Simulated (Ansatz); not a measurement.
# Nudged elastic band run: CH₃BrGeO

Input file:

```yaml
crystal:
  periodic: [false, false, false]
  atoms:
    - { symbol: Br, position_ang: [-2.745234, 0.036356, -0.339665] }
    - { symbol: Ge, position_ang: [-0.473907, 0.366783, -0.628954] }
    - { symbol: C, position_ang: [0.771018, -0.161176, 0.729576] }
    - { symbol: O, position_ang: [0.528851, -1.137309, -0.285094] }
    - { symbol: H, position_ang: [-0.1683, 0.953098, -2.005988] }
    - { symbol: H, position_ang: [1.786896, 0.263922, 0.758135] }
    - { symbol: H, position_ang: [0.361976, -0.389674, 1.726391] }
basis:
  gaussian: { orbitals: def2-SVP }
hamiltonian:
  xc: b3lyp
neb:
  order_check: false
  images: 5
  f_tol: 0.05
  max_iterations: 60
  final_atoms:
    - { symbol: Br, position_ang: [-2.1377978, -0.66665908, -0.57490723] }
    - { symbol: Ge, position_ang: [-0.61296706, 1.26869241, -0.34037266] }
    - { symbol: C, position_ang: [0.77994711, 0.07601523, 0.41435475] }
    - { symbol: O, position_ang: [0.54660084, -1.08504248, 0.91884555] }
    - { symbol: H, position_ang: [0.06592673, 1.2712622, -1.76861448] }
    - { symbol: H, position_ang: [-0.37164626, -1.36528637, 0.62332715] }
    - { symbol: H, position_ang: [1.79123644, 0.43301809, 0.68176792] }
  initial_path:
    images:
      - { positions_ang: [[-2.745234, 0.036356, -0.339665], [-0.473907, 0.366783, -0.628954], [0.771018, -0.161176, 0.729576], [0.528851, -1.137309, -0.285094], [-0.1683, 0.953098, -2.005988], [1.786896, 0.263922, 0.758135], [0.361976, -0.389674, 1.726391]] }
      - { positions_ang: [[-2.7185595, -0.06125768, -0.32773672], [-0.49289858, 0.41563542, -0.61888486], [0.72972608, -0.08054419, 0.760316], [0.57819776, -1.03875679, -0.23260594], [-0.12558694, 0.98204741, -2.00032264], [1.7731145, 0.05511582, 0.62661543], [0.31730669, -0.34023999, 1.74701973]] }
      - { positions_ang: [[-2.69188501, -0.15887136, -0.31580845], [-0.51189016, 0.46448783, -0.60881572], [0.68843415, 8.762e-05, 0.79105599], [0.62754451, -0.94020459, -0.18011787], [-0.08287387, 1.01099682, -1.99465728], [1.759333, -0.15369036, 0.49509586], [0.27263737, -0.29080597, 1.76764847]] }
      - { positions_ang: [[-2.66521051, -0.25648503, -0.30388017], [-0.53088174, 0.51334025, -0.59874657], [0.64714223, 0.08071943, 0.82179599], [0.67689127, -0.84165238, -0.12762981], [-0.04016081, 1.03994623, -1.98899192], [1.7455515, -0.36249654, 0.36357629], [0.22796806, -0.24137196, 1.7882772]] }
      - { positions_ang: [[-2.48940627, -0.39320972, -0.39422253], [-0.55824351, 0.7651243, -0.51262194], [0.69141052, 0.07915137, 0.68598224], [0.63346113, -0.92278241, 0.22119531], [-0.0047983, 1.11705155, -1.91553277], [1.03981891, -0.69675981, 0.45015991], [0.74905752, -0.01657528, 1.41944077]] }
      - { positions_ang: [[-2.31360204, -0.5299344, -0.48456488], [-0.58560529, 1.01690835, -0.4264973], [0.73567882, 0.0775833, 0.5501685], [0.59003099, -1.00391245, 0.57002043], [0.03056421, 1.19415688, -1.84207362], [0.33408633, -1.03102309, 0.53674353], [1.27014698, 0.2082214, 1.05060434]] }
      - { positions_ang: [[-2.1377978, -0.66665908, -0.57490723], [-0.61296706, 1.26869241, -0.34037266], [0.77994711, 0.07601523, 0.41435475], [0.54660084, -1.08504248, 0.91884555], [0.06592673, 1.2712622, -1.76861448], [-0.37164626, -1.36528637, 0.62332715], [1.79123644, 0.43301809, 0.68176792]] }
```

Command:

```bash
$ ansatz run input.yaml --threads 2 --pin off --max-ram 3072MiB --backend cpu --events-out ev --progress --plain --runs-dir out
```

Output, in part (warnings, iteration lines):

```
NEB end point (image 0): max|allowed force component| = 1.379e-2 eV/Å (the criterion of neb.relax_end_points is 1.000e-2)
NEB end point (image 6): max|allowed force component| = 7.868e-3 eV/Å (the criterion of neb.relax_end_points is 1.000e-2)
NEB iter   1: max|band force component| = 1.142e3 eV/Å  barrier→ = 150.6540 eV  barrier← = 150.6330 eV  Δτ_max = 0.1965 Å  (198 SCF iters)
NEB iter   2: max|band force component| = 5.905e2 eV/Å  barrier→ = 91.7589 eV  barrier← = 91.7379 eV  Δτ_max = 0.2000 Å  (169 SCF iters)
NEB iter   3: max|band force component| = 2.548e2 eV/Å  barrier→ = 46.0622 eV  barrier← = 46.0411 eV  Δτ_max = 0.1995 Å  (171 SCF iters)
NEB iter   4: max|band force component| = 9.546e1 eV/Å  barrier→ = 21.5533 eV  barrier← = 21.5323 eV  Δτ_max = 0.1975 Å  (162 SCF iters)
NEB iter   5: max|band force component| = 5.518e1 eV/Å  barrier→ = 10.1172 eV  barrier← = 10.0962 eV  Δτ_max = 0.2000 Å  (171 SCF iters)
NEB iter   6: max|band force component| = 3.221e1 eV/Å  barrier→ = 5.6824 eV  barrier← = 5.6614 eV  Δτ_max = 0.1967 Å  (169 SCF iters)
NEB iter   7: max|band force component| = 2.115e1 eV/Å  barrier→ = 3.8270 eV  barrier← = 3.8059 eV  Δτ_max = 0.1805 Å  (168 SCF iters)
NEB iter   8: max|band force component| = 1.629e1 eV/Å  barrier→ = 3.3834 eV  barrier← = 3.3624 eV  Δτ_max = 0.0939 Å  (161 SCF iters)
NEB iter   9: max|band force component| = 6.077e0 eV/Å  barrier→ = 3.2172 eV  barrier← = 3.1962 eV  Δτ_max = 0.0469 Å  (160 SCF iters)
NEB iter  10: max|band force component| = 4.350e0 eV/Å  barrier→ = 3.1257 eV  barrier← = 3.1047 eV  Δτ_max = 0.0932 Å  (150 SCF iters)
NEB iter  11: max|band force component| = 2.424e0 eV/Å  barrier→ = 2.9721 eV  barrier← = 2.9510 eV  Δτ_max = 0.1900 Å  (162 SCF iters)
NEB iter  12: max|band force component| = 3.030e0 eV/Å  barrier→ = 2.7830 eV  barrier← = 2.7620 eV  Δτ_max = 0.0931 Å  (160 SCF iters)
NEB iter  13: max|band force component| = 1.419e0 eV/Å  barrier→ = 2.6501 eV  barrier← = 2.6291 eV  Δτ_max = 0.1857 Å  (161 SCF iters)
NEB iter  14: max|band force component| = 3.232e0 eV/Å  barrier→ = 2.1615 eV  barrier← = 2.1404 eV  Δτ_max = 0.0943 Å  (170 SCF iters)
NEB iter  15: max|band force component| = 2.789e0 eV/Å  barrier→ = 1.6733 eV  barrier← = 1.6523 eV  Δτ_max = 0.0935 Å  (160 SCF iters)
NEB iter  16: max|band force component| = 1.498e0 eV/Å  barrier→ = 1.4339 eV  barrier← = 1.4129 eV  Δτ_max = 0.0960 Å  (160 SCF iters)
NEB iter  17: max|band force component| = 1.674e0 eV/Å  barrier→ = 1.6570 eV  barrier← = 1.6360 eV  Δτ_max = 0.0475 Å  (153 SCF iters)
NEB iter  18: max|band force component| = 1.056e0 eV/Å  barrier→ = 1.7535 eV  barrier← = 1.7325 eV  Δτ_max = 0.0949 Å  (152 SCF iters)
NEB iter  19: max|band force component| = 1.007e0 eV/Å  barrier→ = 1.9604 eV  barrier← = 1.9394 eV  Δτ_max = 0.0928 Å  (150 SCF iters)
NEB iter  20: max|band force component| = 1.770e0 eV/Å  barrier→ = 2.1728 eV  barrier← = 2.1518 eV  Δτ_max = 0.0466 Å  (151 SCF iters)
NEB iter  21: max|band force component| = 1.019e0 eV/Å  barrier→ = 2.2720 eV  barrier← = 2.2509 eV  Δτ_max = 0.0468 Å  (148 SCF iters)
NEB iter  22: max|band force component| = 2.237e0 eV/Å  barrier→ = 2.3518 eV  barrier← = 2.3307 eV  CI = image 4  Δτ_max = 0.0467 Å  (148 SCF iters)
NEB iter  23: max|band force component| = 2.545e0 eV/Å  barrier→ = 2.3725 eV  barrier← = 2.3515 eV  CI = image 4  Δτ_max = 0.0933 Å  (152 SCF iters)
NEB iter  24: max|band force component| = 2.675e0 eV/Å  barrier→ = 2.4349 eV  barrier← = 2.4139 eV  CI = image 4  Δτ_max = 0.0952 Å  (152 SCF iters)
NEB iter  25: max|band force component| = 2.873e0 eV/Å  barrier→ = 2.6381 eV  barrier← = 2.6170 eV  CI = image 4  Δτ_max = 0.0935 Å  (151 SCF iters)
NEB iter  26: max|band force component| = 2.464e0 eV/Å  barrier→ = 3.0353 eV  barrier← = 3.0143 eV  CI = image 4  Δτ_max = 0.0938 Å  (153 SCF iters)
NEB iter  27: max|band force component| = 1.695e0 eV/Å  barrier→ = 3.3806 eV  barrier← = 3.3596 eV  CI = image 4  Δτ_max = 0.0934 Å  (155 SCF iters)
NEB iter  28: max|band force component| = 1.233e0 eV/Å  barrier→ = 3.2175 eV  barrier← = 3.1965 eV  CI = image 4  Δτ_max = 0.0939 Å  (153 SCF iters)
NEB iter  29: max|band force component| = 9.445e-1 eV/Å  barrier→ = 3.0510 eV  barrier← = 3.0299 eV  CI = image 4  Δτ_max = 0.0935 Å  (156 SCF iters)
NEB iter  30: max|band force component| = 1.028e0 eV/Å  barrier→ = 2.9396 eV  barrier← = 2.9186 eV  CI = image 4  Δτ_max = 0.0937 Å  (156 SCF iters)
NEB iter  31: max|band force component| = 2.874e0 eV/Å  barrier→ = 2.9128 eV  barrier← = 2.8918 eV  CI = image 4  Δτ_max = 0.0470 Å  (150 SCF iters)
NEB iter  32: max|band force component| = 1.600e0 eV/Å  barrier→ = 2.8715 eV  barrier← = 2.8504 eV  CI = image 4  Δτ_max = 0.0931 Å  (147 SCF iters)
NEB iter  33: max|band force component| = 1.644e0 eV/Å  barrier→ = 2.8065 eV  barrier← = 2.7854 eV  CI = image 4  Δτ_max = 0.0469 Å  (153 SCF iters)
NEB iter  34: max|band force component| = 8.708e-1 eV/Å  barrier→ = 2.7745 eV  barrier← = 2.7535 eV  CI = image 4  Δτ_max = 0.0468 Å  (147 SCF iters)
NEB iter  35: max|band force component| = 5.402e-1 eV/Å  barrier→ = 2.7469 eV  barrier← = 2.7258 eV  CI = image 4  Δτ_max = 0.0468 Å  (144 SCF iters)
NEB iter  36: max|band force component| = 2.200e0 eV/Å  barrier→ = 2.7199 eV  barrier← = 2.6988 eV  CI = image 4  Δτ_max = 0.0235 Å  (146 SCF iters)
NEB iter  37: max|band force component| = 6.870e-1 eV/Å  barrier→ = 2.7091 eV  barrier← = 2.6881 eV  CI = image 4  Δτ_max = 0.0468 Å  (138 SCF iters)
NEB iter  38: max|band force component| = 4.764e-1 eV/Å  barrier→ = 2.6921 eV  barrier← = 2.6711 eV  CI = image 4  Δτ_max = 0.0469 Å  (145 SCF iters)
NEB iter  39: max|band force component| = 8.226e-1 eV/Å  barrier→ = 2.6789 eV  barrier← = 2.6579 eV  CI = image 4  Δτ_max = 0.0234 Å  (148 SCF iters)
NEB iter  40: max|band force component| = 4.160e-1 eV/Å  barrier→ = 2.6728 eV  barrier← = 2.6518 eV  CI = image 4  Δτ_max = 0.0468 Å  (149 SCF iters)
NEB iter  41: max|band force component| = 4.659e-1 eV/Å  barrier→ = 2.6595 eV  barrier← = 2.6384 eV  CI = image 4  Δτ_max = 0.0234 Å  (146 SCF iters)
NEB iter  42: max|band force component| = 3.408e-1 eV/Å  barrier→ = 2.6519 eV  barrier← = 2.6309 eV  CI = image 4  Δτ_max = 0.0469 Å  (147 SCF iters)
NEB iter  43: max|band force component| = 2.736e0 eV/Å  barrier→ = 2.6372 eV  barrier← = 2.6162 eV  CI = image 4  Δτ_max = 0.0234 Å  (144 SCF iters)
NEB iter  44: max|band force component| = 8.162e-1 eV/Å  barrier→ = 2.6306 eV  barrier← = 2.6095 eV  CI = image 4  Δτ_max = 0.0471 Å  (145 SCF iters)
NEB iter  45: max|band force component| = 6.466e-1 eV/Å  barrier→ = 2.6195 eV  barrier← = 2.5985 eV  CI = image 4  Δτ_max = 0.0469 Å  (144 SCF iters)
NEB iter  46: max|band force component| = 1.525e0 eV/Å  barrier→ = 2.6111 eV  barrier← = 2.5900 eV  CI = image 4  Δτ_max = 0.0235 Å  (149 SCF iters)
NEB iter  47: max|band force component| = 3.828e-1 eV/Å  barrier→ = 2.6074 eV  barrier← = 2.5864 eV  CI = image 4  Δτ_max = 0.0468 Å  (146 SCF iters)
NEB iter  48: max|band force component| = 2.344e-1 eV/Å  barrier→ = 2.6033 eV  barrier← = 2.5823 eV  CI = image 4  Δτ_max = 0.0234 Å  (146 SCF iters)
NEB iter  49: max|band force component| = 4.750e-1 eV/Å  barrier→ = 2.6001 eV  barrier← = 2.5790 eV  CI = image 4  Δτ_max = 0.0117 Å  (143 SCF iters)
NEB iter  50: max|band force component| = 1.332e-1 eV/Å  barrier→ = 2.5984 eV  barrier← = 2.5774 eV  CI = image 4  Δτ_max = 0.0234 Å  (145 SCF iters)
NEB iter  51: max|band force component| = 2.795e-1 eV/Å  barrier→ = 2.5967 eV  barrier← = 2.5757 eV  CI = image 4  Δτ_max = 0.0117 Å  (143 SCF iters)
NEB iter  52: max|band force component| = 1.061e-1 eV/Å  barrier→ = 2.5954 eV  barrier← = 2.5744 eV  CI = image 4  Δτ_max = 0.0234 Å  (143 SCF iters)
NEB iter  53: max|band force component| = 7.264e-1 eV/Å  barrier→ = 2.5932 eV  barrier← = 2.5722 eV  CI = image 4  Δτ_max = 0.0117 Å  (144 SCF iters)
NEB iter  54: max|band force component| = 3.530e-1 eV/Å  barrier→ = 2.5924 eV  barrier← = 2.5714 eV  CI = image 4  Δτ_max = 0.0117 Å  (143 SCF iters)
NEB iter  55: max|band force component| = 1.390e-1 eV/Å  barrier→ = 2.5920 eV  barrier← = 2.5710 eV  CI = image 4  Δτ_max = 0.0234 Å  (143 SCF iters)
NEB iter  56: max|band force component| = 4.249e-1 eV/Å  barrier→ = 2.5917 eV  barrier← = 2.5707 eV  CI = image 4  Δτ_max = 0.0117 Å  (140 SCF iters)
NEB iter  57: max|band force component| = 1.068e-1 eV/Å  barrier→ = 2.5913 eV  barrier← = 2.5702 eV  CI = image 4  Δτ_max = 0.0234 Å  (142 SCF iters)
NEB iter  58: max|band force component| = 2.981e-1 eV/Å  barrier→ = 2.5908 eV  barrier← = 2.5698 eV  CI = image 4  Δτ_max = 0.0117 Å  (137 SCF iters)
NEB iter  59: max|band force component| = 9.859e-2 eV/Å  barrier→ = 2.5905 eV  barrier← = 2.5694 eV  CI = image 4  Δτ_max = 0.0234 Å  (139 SCF iters)
NEB iter  60: max|band force component| = 3.176e-1 eV/Å  barrier→ = 2.5898 eV  barrier← = 2.5688 eV  CI = image 4  Δτ_max = 0.0117 Å  (139 SCF iters)
Error: NEB band did not converge after 60 iterations: max|band force component| = 3.18e-1 eV/Å (threshold 5.0e-2); raise `neb.max_iterations` in a new run, which can start from the last band evaluated (`neb.initial_path`, with `crystal.atoms` and `neb.final_atoms` set to its first and last images), …
```

The run ended unconverged. The band didn't meet its force threshold, so its energies are provisional: the largest band force was still 0.32 eV/Å, and over the last iterations the top stayed at 2.59 eV. Neighbouring images lie up to 2.0 Å apart, so the band is torn or far too coarse. Inner images lie below an end point, which means an intermediate or an end that isn't the lowest structure nearby. The orbitals stay closed-shell, which can raise the energy where a bond breaks towards radicals; this wasn't checked here.

Final band (atoms are numbered from 1 in the order of the input):

```tsv
image	path coordinate (Å)	energy (kJ/mol)	Ge2–O4 (Å)	C3–H6 (Å)	O4–H6 (Å)
0	0.00	0.0	1.84	1.10	2.15
1	1.99	-33.9	2.29	1.11	2.03
2	3.99	-36.2	2.32	1.11	2.03
3	5.97	6.5	3.61	1.12	2.03
4	7.95	249.9	2.99	1.22	1.31
5	8.61	49.9	2.89	1.71	0.98
6	9.27	2.0	2.91	1.86	1.00
```

Time of the run: 14 min on 2 threads of Arm Neoverse V1, with other jobs on the host, peak memory 0.28 GiB.
